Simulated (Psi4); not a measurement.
H₅Si₂ (SMILES [SiH2][SiH3]), doublet, at a GFN2-xTB geometry, atoms displaced at random by about 0.08 Å a coordinate; PBE/def2-SVP, gradient (Psi4).

Input for Psi4:
```
memory 2 GB

molecule mol {
0 2
Si    0.058105   -0.010008    1.108367
Si    0.146046   -0.118181   -1.140718
H    -1.266571   -0.406569    1.837099
H     1.111450   -0.605652    1.778318
H     0.078991   -1.186165   -1.714403
H    -1.021182    0.705744   -1.599139
H     1.284658    0.670912   -1.522797
symmetry c1
no_reorient
no_com
}

set {
  basis def2-svp
  reference uks
}

gradient('pbe')
print_variables()
```

Output, abridged:

```
gradient() will perform analytic gradient computation.

   => Loading Basis Set <=

    Name: DEF2-SVP
    Role: ORBITAL
    Keyword: BASIS

         ---------------------------------------------------------
                                   SCF
               by Justin Turney, Rob Parrish, Andy Simmonett
                          and Daniel G. A. Smith
                              UKS Reference
         ---------------------------------------------------------

  ==> Geometry <==

    Molecular point group: c1
    Full point group: C1

    Geometry (in Angstrom), charge = 0, multiplicity = 2:

       Center              X                  Y                   Z               Mass
    ------------   -----------------  -----------------  -----------------  -----------------
         SI           0.058105000000    -0.010008000000     1.108367000000    27.976926534650
         SI           0.146046000000    -0.118181000000    -1.140718000000    27.976926534650
         H           -1.266571000000    -0.406569000000     1.837099000000     1.007825032230
         H            1.111450000000    -0.605652000000     1.778318000000     1.007825032230
         H            0.078991000000    -1.186165000000    -1.714403000000     1.007825032230
         H           -1.021182000000     0.705744000000    -1.599139000000     1.007825032230
         H            1.284658000000     0.670912000000    -1.522797000000     1.007825032230

  Running in c1 symmetry.

  Rotational constants: A =      1.79763  B =      0.19024  C =      0.18395 [cm^-1]
  Rotational constants: A =  53891.59281  B =   5703.21255  C =   5514.81019 [MHz]
  Nuclear repulsion =   86.066309085812819

  Charge       = 0
  Multiplicity = 2
  Electrons    = 33
  Nalpha       = 17
  Nbeta        = 16

  ==> Algorithm <==

  SCF Algorithm Type is DF.
  DIIS enabled.
  MOM disabled.
  Fractional occupation disabled.
  Guess Type is SAD.
  Energy threshold   = 1.00e-08
  Density threshold  = 1.00e-08
  Integral threshold = 1.00e-12

  ==> Primary Basis <==

  Basis Set: DEF2-SVP
    Blend: DEF2-SVP
    Number of shells: 31
    Number of basis functions: 61
    Number of Cartesian functions: 63
    Spherical Harmonics?: true
    Max angular momentum: 2

  ==> DFT Potential <==

   => LibXC <=

    Version 7.1.2
    S. Lehtola, C. Steigemann, M. J. T. Oliveira, and M. A. L. Marques,  SoftwareX 7, 1–5 (2018) (10.1016/j.softx.2017.11.002)

   => Composite Functional: PBE <=

[...]
  @DF-UKS Final Energy:  -581.37496850915761
    Total Energy =                       -581.3749685091576112
[...]
    Fitting Condition:       1E-10

   => Auxiliary Basis Set <=

  Basis Set: (DEF2-SVP AUX)
    Blend: DEF2-UNIVERSAL-JKFIT
    Number of shells: 106
    Number of basis functions: 346
    Number of Cartesian functions: 410
    Spherical Harmonics?: true
    Max angular momentum: 4

  ==> DFT Potential <==

   => LibXC <=

    Version 7.1.2
    S. Lehtola, C. Steigemann, M. J. T. Oliveira, and M. A. L. Marques,  SoftwareX 7, 1–5 (2018) (10.1016/j.softx.2017.11.002)

   => Composite Functional: PBE <=

    PBE GGA Exchange-Correlation Functional

    J.P. Perdew et. al., Phys. Rev. Lett., 77(18), 3865-3868, 1996

    Deriv               =              1
    GGA                 =           TRUE
    Meta                =          FALSE

    Exchange Hybrid     =          FALSE
    MP2 Hybrid          =          FALSE

   => Exchange Functionals <=

    1.0000     XC_GGA_X_PBE

   => Correlation Functionals <=

    1.0000     XC_GGA_C_PBE

   => LibXC Density Thresholds  <==

    XC_GGA_C_PBE:  1.00E-12
    XC_GGA_X_PBE:  1.00E-15

   => Molecular Quadrature <=

    Radial Scheme          =       TREUTLER
    Pruning Scheme         =           NONE
    Nuclear Scheme         =       TREUTLER

    Blocking Scheme        =         OCTREE
    BS radius alpha        =              1
    Pruning alpha          =              1
    Radial Points          =             75
    Spherical Points       =            302
    Total Points           =         151392
    Total Blocks           =           1184
    Max Points             =            256
    Max Functions          =             61
    Weights Tolerance      =       1.00E-15

  -Total Gradient:
     Atom            X                  Y                   Z
    ------   -----------------  -----------------  -----------------
       1        0.052190783085    -0.015006736567    -0.003956058886
       2        0.014794586505    -0.154684283797    -0.073870249934
       3       -0.012350348399    -0.004493064530     0.009322333160
       4       -0.041183954930     0.021668500624    -0.026227113402
       5        0.006521336653     0.164637447901     0.085109218160
       6        0.004242401523    -0.001282708962     0.001372396001
       7       -0.024210721449    -0.010839064737     0.008250185264

  Variable Map:
  ----------------------------------------------------------------------------
[...]
  Array Variable Map:
  ----------------------------------------------------------------------------
[...]
[...]
```
